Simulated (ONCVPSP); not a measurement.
What one change does to a pseudopotential (hafnium (Hf), ONCV)

- Element: hafnium
- Generator: ONCVPSP 4.0.1
- Type: optimised norm-conserving Vanderbilt (ONCV)
- Functional: PBE
- Relativity: scalar-relativistic
- Frozen core: [Kr] 4d10 4f14
- Valence charge: 12
- Reference configuration: 5s2 5p6 5d2 6s2
- Partial waves: 5s+6s: rc 1.55 bohr, ncon 4, nbas 8, qcut 6.4 1/bohr, 2 projectors; 5p: rc 2.05 bohr, ncon 4, nbas 9, qcut 6.6 1/bohr, 2 projectors, debl 2.4 Ha; 5d: rc 3.15 bohr, ncon 3, nbas 8, qcut 5.1 1/bohr, 1 projector; f scattering state at 0.08 Ha: rc 3.35 bohr, ncon 4, nbas 8, qcut 3.3 1/bohr, 2 projectors, debl 1.9 Ha
- Local potential: polynomial inside 1.15 bohr (lpopt 5, dvloc0 -1 Ha)
- Core correction: polynomial model core, fcfact 0.45

All-electron outer shells of the reference configuration (PBE, scalar-relativistic, ld1.x):

```csv
shell,level (eV),outermost node (bohr),outermost maximum (bohr)
5s,-67.02,0.55,1.01
5p,-35.57,0.60,1.16
4f,-16.83,–,0.45
6s,-5.11,1.37,2.89
5d,-2.69,0.67,1.69
```

Change: d: qcut 7.

Cutoffs: the cutoffs (Ha) at which the residual kinetic energy of the hardest occupied pseudo-wave falls to 1 and 0.1 mHa per electron; they do not see the model core or the augmentation charge, which bear on the density cutoff. Errors are all-electron minus pseudo energies relative to the spin-unpolarised reference configuration.

Question: Predict the effect on cutoff, ghosts and configuration errors.

Answer: The potential gets neither clearly harder nor softer (19 Ha and 44 Ha → 19 Ha and 44 Ha); both files keep a bound ghost (f); of the 3 tests that both files solve, the error grows in 0 and shrinks in 2 by more than 15 % and 0.3 meV (median size 4.2 → 3.8 meV).

```tsv
quantity	base	changed
cutoff, loose	19 Ha	19 Ha
cutoff, tight	44 Ha	44 Ha
loose cutoff by channel	s 19 Ha, p 10 Ha, d 8.2 Ha	s 19 Ha, p 10 Ha, d 10 Ha
bound ghosts	f	f
GHOST(+) flags under 300 eV	s at 85.5 eV, d at 198.3 eV	s at 85.5 eV
tests with a reliable result	3 of 4	3 of 4
error for 5s2 5p6 5d2 6s1, meV [ΔE 7.98 eV]	-4.2	-3.8
error for 5s2 5p6 5d2 6s0, meV [ΔE 22.16 eV]	-26	-18
error for 5s2 5p6 5d2 6s1 6p1, meV [ΔE 3.83 eV]	-1.7	-1.3
s: phases at 1.57 bohr within 0.05 rad from the reference energy up to (Ha; the scan ends near 5)	2.4	2.4
p: phases at 2.08 bohr within 0.05 rad from the reference energy up to (Ha; the scan ends near 5)	to the end of the scan	to the end of the scan
d: phases at 3.20 bohr within 0.05 rad from the reference energy up to (Ha; the scan ends near 5)	0.5	0.7
f: phases at 3.40 bohr within 0.05 rad from the reference energy up to (Ha; the scan ends near 5)	n/a	n/a
rms error of d²Exc/dni dnj with the model core, mHa	0.67	0.57
```

 A true bound ghost makes a file unfit for plane-wave use even where its test errors are small: the radial tests pick states by their node count and pass the ghost by.
